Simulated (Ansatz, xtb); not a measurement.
# Ligand exchange: ICl + SiH3Cl → SiH3I + Cl2

Species: ICl (iodine monochloride), singlet; SiH3Cl `[SiH3]Cl`, singlet; SiH3I `[SiH3]I`, singlet; Cl2 (chlorine), singlet. The partners trade Cl for SiH3: I–Cl and Cl–SiH3 bonds give way to I–SiH3 and Cl–Cl.

Shapes, held fixed at every level: PBE0-D4/def2-TZVP. Programs: Ansatz 0.2.0, xtb 6.7.1. The zero-point and thermal change to 298 K, harmonic and unscaled (PBE0-D4/def2-TZVP), is -1.0 kJ/mol.

```tsv
level	kind	ΔH(298 K) (kJ/mol)	less CCSD(T)/def2-TZVPP	CPU time (sum over the molecules)
GFN0-xTB	semi-empirical	+64.3	-41.3	0.16 s
B3LYP-D4/def2-TZVPP	global hybrid	+108.9	+3.3	11 s
r2SCAN0-D4/def2-TZVPP	global hybrid	+106.4	+0.8	16 s
wB97M-V/def2-TZVPP	range-separated hybrid	+107.4	+1.8	33 s
wB97X-V/def2-TZVPP	range-separated hybrid	+107.9	+2.3	24 s
MP2/def2-SVP	perturbation theory	+108.0	+2.4	–
CCSD/def2-SVP	coupled cluster or CI	+106.4	+0.8	–
CCSD(T)/def2-TZVPP	coupled cluster or CI	+105.6	0.0	40 s
```

The highest level, CCSD(T)/def2-TZVPP, gives ΔH(298 K) = +105.6 kJ/mol; the levels span +64.3 to +108.9. The column of differences is taken from that level and isn't an error. No measured value is set beside it here. For atoms past krypton def2 sets carry core potentials with scalar relativity. Correlated rows may include outer-core shells of I, which these sets cover unevenly. Times are processor times on shared x86 and Arm servers, and rough.
